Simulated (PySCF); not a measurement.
## Working with the constants of TlIn⁺

UHF-CCSD(T) constants of TlIn⁺, ²Σ⁺ (doublet), unpaired electrons σ ↑ (basis Tl cc-pVDZ-PP with ECP60, In cc-pVDZ-PP with ECP28; scalar-relativistic core potentials; PySCF 2.14; masses 204.9744 and 114.9039 u):

| Quantity | Value |
| --- | --- |
| ωe | 61.3 cm⁻¹ |
| ωexe | 0.133 cm⁻¹ |
| Be | 0.017432 cm⁻¹ |
| αe | 6.22e-05 cm⁻¹ |
| D (centrifugal) | 5.63e-09 cm⁻¹ |

(1) Give the vibrational terms G(v) and spacings up to v = 6.

Correlated steps freeze 8 core orbitals. Spin–orbit coupling is left out, which matters for elements this heavy, above all for dissociation energies. The state was picked by a PBE0 search and need not be the measured ground state.

Answers

(1) G(v) = ωe(v+½) − ωexe(v+½)².

| v | G(v) (cm⁻¹) | G(v) − G(v−1) | Bv (cm⁻¹) |
| --- | --- | --- | --- |
| 0 | 30.6 |  | 0.01740 |
| 1 | 91.7 | 61.0 | 0.01734 |
| 2 | 152.4 | 60.8 | 0.01728 |
| 3 | 212.9 | 60.5 | 0.01721 |
| 4 | 273.2 | 60.2 | 0.01715 |
| 5 | 333.1 | 60.0 | 0.01709 |
| 6 | 392.8 | 59.7 | 0.01703 |
